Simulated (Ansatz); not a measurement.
Consider the formal hydrolysis of the Si–B bond: `BCB[SiH2]F` + H₂O → `O[SiH2]F` + `BCB`.

Program: Ansatz. Geometries: PBE0-D4/def2-TZVP. ΔE: electronic, gas phase. CCSD(T)/CBS is the MP2 limit (def2-TZVPP, def2-QZVPP) plus CCSD(T) − MP2 in def2-TZVPP, frozen cores. This one scheme is used for every species. Each species was taken in one conformer, which may not be the lowest.

| species | CCSD(T)/def2-TZVPP energy (Eh) |
| --- | --- |
| `BCB[SiH2]F` | -480.62353 |
| H₂O | -76.33701 |
| `O[SiH2]F` | -465.84667 |
| `BCB` | -91.16431 |

(1) Work out ΔE.

Largest T1 diagnostic among the species: 0.013.

## Answers

(1) ΔE = (-465.84667) + (-91.16431) − (-480.62353) − (-76.33701) = -0.05044 Eh = -132.4 kJ/mol. CCSD(T)/CBS gives -130.2 kJ/mol.

From PBE to PBE0 (25 % exact exchange), in def2-TZVPP and without D4, ΔE moves by −7.0 kJ/mol. In def2-TZVPP, CCSD(T) changes the Hartree–Fock value by +24.3 kJ/mol (the triples alone add +2.8 kJ/mol) and MP2 by +16.7 kJ/mol.
